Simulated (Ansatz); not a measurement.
Basis-set series for AlI (`[Al][I]`). Total charge 0; spin multiplicity 1. I takes the def2 core potential. The structure was optimised at the PBE0-D4/def2-TZVP level.

```tsv
atom	x (Å)	y (Å)	z (Å)
Al1	0.3728	0.8533	-0.8724
I2	-0.3728	-0.8533	0.8724
```

```
functional       basis  functions  energy (Eh)  HOMO (eV)  LUMO (eV)
   PBE0-D4    def2-SVP         44   -539.99457      -6.77      -1.96
   PBE0-D4  def2-TZVPP         92   -540.08852      -6.75      -1.94
   ωB97M-V    def2-SVP         44   -540.06553      -8.60      -0.14
   ωB97M-V  def2-TZVPP         92   -540.16003      -8.61      -0.17
```

(1) Give the rows for def2-QZVPP. (Estimate.)

Answers

(1) The calculation gave: 
```csv
functional,basis,functions,energy (Eh),HOMO (eV),LUMO (eV)
PBE0-D4,def2-QZVPP,152,-540.09611,-6.75,-1.95
ωB97M-V,def2-QZVPP,152,-540.16783,-8.62,-0.29
```

Computed with Ansatz.
